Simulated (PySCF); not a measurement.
C₆H₁₃PSe.
Cartesian coordinates in Å at the PBE0-D3(BJ)/def2-SVP level; atoms count from 1:
```xyz
21
C6H13PSe angstrom
C      2.5582    2.1128   -0.8378
C      1.7234    1.0755   -0.8972
P      0.6902    0.5967    0.5175
C      1.0066   -1.1911    0.6923
Se     1.0540    1.6955    2.2762
C     -1.0569    0.7525   -0.0878
C     -1.2996    0.1008   -1.4438
C     -2.0315    0.2649    0.9769
H      3.1819    2.3924   -1.6921
H      2.6340    2.7030    0.0839
H      1.6429    0.4644   -1.8041
H      0.8013   -1.7383   -0.2403
H      2.0614   -1.3169    0.9740
H      0.3786   -1.5826    1.5041
H     -1.1582    1.8480   -0.1837
H     -2.3452    0.2625   -1.7502
H     -1.1399   -0.9889   -1.4090
H     -0.6593    0.5197   -2.2332
H     -3.0627    0.5228    0.6894
H     -1.9860   -0.8300    1.0929
H     -1.8150    0.7269    1.9512
```

The calculation used delta-SCF UKS SCAN, pcX-2 on the ionised atom, pcseg-1 elsewhere, spin-free X2C (PySCF 2.14.0). The ground state was rerun for each ionised atom, in the same mixed basis as its hole state.

| ionised atom | basis functions | E(ground) (Eh) | binding energy (eV) |
| --- | --- | --- | --- |
| C1 | 225 | -3001.98844 | 290.561 |
| C2 | 225 | -3001.98924 | 290.513 |
| C4 | 225 | -3001.98694 | 290.696 |
| C6 | 225 | -3001.98844 | 290.660 |
| C7 | 225 | -3001.98663 | 290.886 |
| C8 | 225 | -3001.98664 | 290.574 |
| P3 | 236 | -3002.08163 | 2151.133 |

**Question.** Fill in the total energy of each core-ionised state.

**Answer.** With binding energy = E(ionised) − E(ground) and 27.2114 eV a hartree:

```csv
atom,binding energy (Eh),E(ionised) (Eh)
C1,10.6779,-2991.3105
C2,10.6761,-2991.3131
C4,10.6829,-2991.3041
C6,10.6816,-2991.3069
C7,10.6899,-2991.2968
C8,10.6784,-2991.3082
P3,79.0527,-2923.0289
```

**Question.** How much do the ground-state energies differ, and what would follow from using one of them for all holes?

**Answer.** They run from -3002.0816 Eh (core basis on P3) to -3001.9866 Eh (on C7), 0.0950 Eh or 2.59 eV apart, though the state is the same; only basis and grid differ. Pairing the ion of C7 with the ground state of P3 would put its binding energy 2.59 eV too high.

Lowest listed C 1s: C2, bonded to C (double bond), H and P. Highest, 0.38 eV above it: C7, bonded to C and 3 H. The values 290.51, 290.56 and 290.57 eV; the values 290.66 and 290.70 eV lie too close for their order to be trusted.

Only 1s holes are shown. One conformer (not necessarily the lowest) at the PBE0-D3(BJ)/def2-SVP geometry, without solvent, vibrations or thermal averaging.

Time: 3.1 min; peak memory 0.64 GiB. Hardware: one thread of an Arm Neoverse V1, shared host.
